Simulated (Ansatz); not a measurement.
Born–Oppenheimer molecular dynamics of ClH5N2Si (9 atoms, charge 0, multiplicity 1). It goes on from the last frame of an earlier run, with new velocities.

Level of theory: RKS B3LYP-D4/def2-SVP in Ansatz 0.2.0.

```
ensemble        : NVT, Langevin thermostat
time step       : 0.5 fs
steps asked     : 100
set temperature : 300 K
friction        : 0.02 /fs
seed            : 809157
```

First frame:

```xyz
9
Properties=species:S:1:pos:R:3
Si 0.111 0.128 0.108
N -0.023 -0.160 1.775
H 0.193 -1.124 1.940
H 0.794 0.308 2.096
N 1.682 -0.044 -0.541
H 2.553 -0.014 -0.043
H 1.725 0.515 -1.265
H -0.525 1.452 -0.403
Cl -1.125 -1.477 -0.703
```

(1) How far do the bonds stretch over the last three quarters of this one trajectory? (Pairs bonded in most of those frames.)

Answers

(1) 
| bond | mean (Å) | spread (Å) | shortest | longest |
| --- | --- | --- | --- | --- |
| Si1–N2 | 1.731 | 0.033 | 1.69 | 1.78 |
| Si1–N5 | 1.716 | 0.023 | 1.68 | 1.75 |
| Si1–H8 | 1.495 | 0.046 | 1.42 | 1.56 |
| Si1–Cl9 | 2.078 | 0.041 | 2.03 | 2.15 |
| N2–H3 | 1.022 | 0.013 | 1.00 | 1.05 |
| N2–H4 | 1.020 | 0.024 | 0.98 | 1.06 |
| N5–H6 | 1.022 | 0.010 | 1.00 | 1.05 |
| N5–H7 | 1.030 | 0.048 | 0.95 | 1.11 |

Mean temperature of the second half: 363 K. The mean temperature of the second half is 21 % above the set value. A run of 0.05 ps of so small a system gives no equilibrium averages.

The run took 5.7 min on 1 thread of Arm Neoverse V1 (shared host), peak memory 0.17 GiB.
